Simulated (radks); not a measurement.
Values are calculated unless marked as measured or tabulated.
Task: Radial electron density D(r) = 4 pi r^2 rho(r) of an atom or ion with 41 electrons. Code: a radial shooting solver on a logarithmic mesh with Libxc functionals. Model: scalar-relativistic Kohn-Sham, LDA (Slater exchange, VWN5 correlation), spin-polarised, spherical densities, finite nucleus; Fermi nuclear charge, rms radius of each element as measured or else 0.836 A^(1/3) + 0.57 fm.

r (bohr),D(r) (e/bohr),spin D(r)
0.001384,3.402,-0.0000996
0.001572,4.223,-0.000123
0.001787,5.227,-0.000153
0.002015,6.365,-0.000186
0.00229,7.828,-0.000228
0.002603,9.589,-0.000279
0.002958,11.69,-0.000339
0.003336,14.02,-0.000406
0.003791,16.91,-0.000488
0.004309,20.27,-0.000584
0.004897,24.11,-0.000692
0.005521,28.16,-0.000805
0.006275,32.92,-0.000938
0.007132,38.07,-0.00108
0.008106,43.50,-0.00123
0.00914,48.69,-0.00137
0.01039,54.10,-0.00151
0.01181,59.10,-0.00164
0.01342,63.37,-0.00173
0.01513,66.41,-0.00177
0.0172,68.38,-0.00173
0.01954,68.86,-0.00154
0.02221,67.91,-0.00105
0.02504,65.99,-0.0000772
0.02846,63.41,0.00200
0.03235,61.10,0.00609
0.03677,60.04,0.0139
0.04146,60.96,0.0273
0.04712,64.42,0.0525
0.05355,70.26,0.0961
0.06086,77.44,0.168
0.06862,83.80,0.274
0.07799,88.21,0.443
0.08864,88.54,0.683
0.1007,84.29,1.00
0.1136,77.25,1.37
0.1291,69.06,1.80
0.1467,63.42,2.20
0.1668,62.58,2.48
0.188,66.01,2.53
0.2137,71.41,2.27
0.2429,74.23,1.67
0.2761,70.83,0.888
0.3113,61.39,0.231
0.3538,47.37,-0.0231
0.4021,34.06,0.508
0.457,25.50,1.93
0.5152,22.75,3.85
0.5856,23.36,5.98
0.6656,24.12,7.47
0.7564,22.44,7.81
0.8529,18.32,7.01
0.9694,12.59,5.33
1.102,7.279,3.43
1.252,3.506,1.85
1.412,1.481,0.868
1.605,0.4811,0.314
1.824,0.1240,0.0895
2.073,0.02470,0.0195
2.337,0.004189,0.00353
2.656,0.0004601,0.000411

What is the nuclear charge?

Result: Z = 53. The innermost maximum, from 1s, lies near gamma/Z bohr with gamma = sqrt(1 - (Z/c)^2) = 0.922, here 0.0174 bohr (found: 0.0191), and its height grows with Z. The density is that of the iodine ion I12+ in [Kr] 4d5; the configuration itself is not fixed sharply by these data, and Z only to a few units. D(r) has 4 maxima, at r = 0.0191, 0.0838, 0.243, 0.660 bohr, and minima at 0.0371, 0.160, 0.528 bohr, inside which lie 1.98, 11.18, 29.15 electrons.
